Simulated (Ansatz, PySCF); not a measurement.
C3H7FOSi, SMILES CC(=O)[Si@@H](C)F. Atoms are numbered in the order given.

```xyz
13

C     -2.0110     0.6875     0.6288
C     -1.0587    -0.2675    -0.0474
O     -1.4303    -1.1410    -0.8115
Si     0.8439    -0.1923     0.2430
C      1.7017    -0.0615    -1.4055
F      1.1844     1.1167     1.1686
H     -1.7377     1.7275     0.3808
H     -3.0466     0.4802     0.3223
H     -1.9120     0.5976     1.7245
H      1.2509    -1.4015     1.0075
H      2.7935    -0.1652    -1.3092
H      1.4835     0.9063    -1.8843
H      1.3273    -0.8625    -2.0631
```
Charge 0, spin multiplicity 1.

Coordinates come from a B3LYP-D3(BJ)/def2-SVP optimisation. The structure was generated by enumeration; whether it is a known compound was not checked. Other conformers were not sampled.

Two levels are set side by side: PBE-D3(BJ)/def2-SVP (Ansatz, an electronic-structure program) and B3LYP-D3(BJ)/def2-SVP (Ansatz). Each level has its own optimised geometry; the coordinates shown are those of the second. Frequencies come from the Hessian of PySCF at each geometry. Differences are taken from unrounded values.

```tsv
quantity	B3LYP-D3(BJ)	PBE-D3(BJ)	PBE-D3(BJ) minus B3LYP-D3(BJ)
mean bond length (Å)	1.355	1.363	0.008
bond C1–C2 (Å)	1.509	1.509	0.000
bond C2–O3 (Å)	1.219	1.228	0.010
bond C2–Si4 (Å)	1.926	1.936	0.010
bond Si4–C5 (Å)	1.863	1.870	0.007
bond Si4–F6 (Å)	1.639	1.652	0.013
bond C1–H7 (Å)	1.103	1.111	0.008
bond C1–H8 (Å)	1.100	1.107	0.008
bond C1–H9 (Å)	1.104	1.111	0.008
bond Si4–H10 (Å)	1.487	1.502	0.015
bond C5–H11 (Å)	1.101	1.108	0.007
bond C5–H12 (Å)	1.102	1.109	0.007
bond C5–H13 (Å)	1.102	1.109	0.007
highest harmonic wavenumber (cm⁻¹)	3143	3090	-52
mean harmonic wavenumber (cm⁻¹)	1255	1220	-35
zero-point energy (kcal/mol)	59.20	57.54	-1.66
```

GGA bonds tend to be longer and softer than those of functionals with exact exchange. Differences between two approximate levels are no errors against the true value.
